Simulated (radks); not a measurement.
Task: The mean radii <r> (bohr) of the occupied orbitals of an atom or ion are listed with their occupations. All-electron calculation, non-relativistic Kohn-Sham, PBE, spin-polarised, spherical densities, point nucleus. Program: a radial shooting solver on a logarithmic mesh with Libxc functionals.

orbital  occ.     <r>
1s up       1  0.2303
1s down     1  0.2296
2s up       1   1.305
2s down     1   1.365
2p up       3   1.434

Name the element and its charge. Open shells, if any, are filled with parallel spins first.

Result: Z = 7, nitrogen, charge 0: N in [He] 2s2 2p3. The 1s radius gives Z: for a bare nucleus <r> = 1.5/Z, 0.2143 bohr for Z = 7, and screening makes it slightly larger (0.2303 here). The occupations add up to 7, and the charge is Z minus that.
